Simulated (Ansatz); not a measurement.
Compare A (`B1OC[SiH2]1`) with its isomer B (`O[SiH]1BC1`).

Isolated molecules relaxed with PBE0-D4/def2-TZVP in Ansatz; ΔE leaves out vibrations. CCSD(T)/CBS adds triple-zeta CCSD(T) − MP2 to the extrapolated MP2 energy (def2 sets, frozen cores). Functionals use def2-TZVPP. B3LYP here is the variant with VWN-RPA as its local correlation; programs differ in this. One conformer a species, not always the lowest.

(1) Which is lower in electronic energy at CCSD(T)/CBS, and by how much? (Best estimate.)

(2) Give E(B) − E(A) in kcal/mol with ωB97M-V, HF/def2-TZVPP, CCSD/def2-TZVPP, PBE0-D4, B2PLYP, B3LYP, B3LYP-D4. (Estimate.)

(3) Does the order hold for the free energy at 298.15 K (harmonic terms from PBE0-D4)? (Best estimate.)

Largest T1 diagnostic: 0.016.

Answers

(1) Ansatz gave: A, by 6.2 kcal/mol.

(2) The calculation gave: ωB97M-V 6.4, HF/def2-TZVPP 12.4, CCSD/def2-TZVPP 8.4, PBE0-D4 6.8, B2PLYP 6.8, B3LYP 7.2, B3LYP-D4 7.4. None reverses the order clearly.

(3) Computed: Yes: G(B) − G(A) = +5.4 kcal/mol, for one conformer each.

From PBE to PBE0 (25 % exact exchange), in def2-TZVPP and without D4, E(B) − E(A) moves by +0.8 kcal/mol. Leaving LDA and LC-ωPBE aside and taking each functional with its dispersion term where it has one, the values, not all of them listed here, spread over 6.4 kcal/mol, from B97M-V to ωB97X-V.
